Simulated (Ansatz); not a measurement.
Program: Ansatz. Geometries: PBE0-D4/def2-TZVP. ΔE: electronic, gas phase. CCSD(T)/CBS is the MP2 limit (def2-TZVPP, def2-QZVPP) plus CCSD(T) − MP2 in def2-TZVPP, frozen cores. This one scheme is used for every species, atoms too. Functionals use def2-TZVPP. HSE06 is defined as in plane-wave codes. No spin–orbit coupling; open shells (•) take unrestricted orbitals. Spin–orbit coupling would lower the free atoms: a little for C, F, S, Si. Each species was taken in one conformer, which may not be the lowest.

Reaction (atomization): `CS[SiH](F)S` → C• + F• + 5 H• + 2 S• + Si•

Problem. What is ΔE at CCSD(T)/CBS? (Best estimate.)

Solution. The calculation gave: +844.8 kcal/mol.

Problem. What do these levels give: B97M-V, HSE06-D4, PBE0, BHLYP, CCSD/def2-SVP, SCS-MP2/def2-QZVPP? (Estimate.)

Solution. Computed: B97M-V 850.0, HSE06-D4 841.5, PBE0 835.4, BHLYP 808.7, CCSD/def2-SVP 768.2, SCS-MP2/def2-QZVPP 844.9 kcal/mol.

Largest T1 diagnostic among the species: 0.012.

The D4 term adds +10.7 kcal/mol with B3LYP and +5.6 kcal/mol with PBE0; it sums over pairs of atoms, weighted by their polarisabilities, and B3LYP, whose exchange is more repulsive, gets the larger term. From PBE to PBE0 (25 % exact exchange), in def2-TZVPP and without D4, ΔE moves by −11.6 kcal/mol: exact exchange takes away binding that semilocal exchange gives to molecules. At CCSD(T), def2-SVP lies −67.9 kcal/mol from the extrapolated value and def2-TZVPP −26.3 kcal/mol: correlation converges slowly with the basis, and small sets miss more of it in the bonded molecule than in its fragments.

B3LYP here is the variant with VWN-RPA as its local correlation; programs differ in this.

For atomizations the MP2-based limit and the directly extrapolated one differ by several kJ/mol either way, and by 10 to 25 for some Ge, Se and Sn compounds, so smaller differences from it don't rank the levels.
